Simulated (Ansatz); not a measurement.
Basis-set extrapolation for CH$_{6}$ClNSi$_{2}$ (PBE0-D4/def2-TZVP geometry, frozen core, the Gaussian-basis code of Ansatz). Multiplicity 1, RHF reference.

```csv
,def2-TZVPP,def2-QZVPP
HF,-1133.346981,-1133.382377
MP2 correlation,-0.800047,-0.863364
CCSD(T) correlation,-0.895703,not run
```

Energies in hartree. Use E(X) = E(∞) + A·exp(−7.88·√X) for Hartree–Fock and E(X) = E(∞) + B·X^(−2.97) for correlation, with X = 3 and 4, and add CCSD(T) minus MP2 of the smaller set to the MP2 limit.

Task: What is the CCSD(T) energy at the basis-set limit?

Result: HF limit: -1133.382377 + (-0.035396) × 0.13774 = -1133.38725. MP2 limit: -0.863364 + (-0.063317) × 0.74074 = -0.91027. Higher-order term: -0.895703 − (-0.800047) = -0.09566. Total: -1134.39318 hartree, 4.10 eV below CCSD(T)/def2-TZVPP.
